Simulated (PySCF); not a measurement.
## Mass spectrum arithmetic for `FC(F)=C(F)[C@@H]1CCCCCO1`

Species: `FC(F)=C(F)[C@@H]1CCCCCO1`.

Calculated from isotope tables alone.

Find the molar and monoisotopic masses of C8H11F3O.

For C8H11F3O, with standard atomic weights, 3 × 18.998 + 8 × 12.011 + 1 × 15.999 + 11 × 1.008 = 180.169 g/mol. From the most abundant isotopes (19F, 12C, 16O, 1H), 3 × 18.998403 + 8 × 12.000000 + 1 × 15.994915 + 11 × 1.007825 = 180.0762 u.

Work out the cluster of the molecular ion M+•, one line a nominal mass.

```csv
nominal mass,m/z (centroid),relative intensity
180,180.0757,100.0
181,181.0791,8.8
182,182.0815,0.5
```

Lines under 0.1 % of the tallest are left out. One electron mass, 0.00055 u, is taken off.

What share of all molecules is the monoisotopic species?

1^3 × 0.9893^8 × 0.99757 × 0.999885^11 = 91.42 %.

Double-bond equivalents and nitrogen rule?

(2 × 8 + 2 + 0 − 14)/2 = 2; the structure has 1 ring and 1 π bond. The nominal mass 180 is even, with 0 nitrogens, as the rule says.

What resolving power m/Δm just matches the spacing of the species with one 13C and with one 2H?

They lie 0.00292 u apart at mass 181.08, so m/Δm is about 62000.
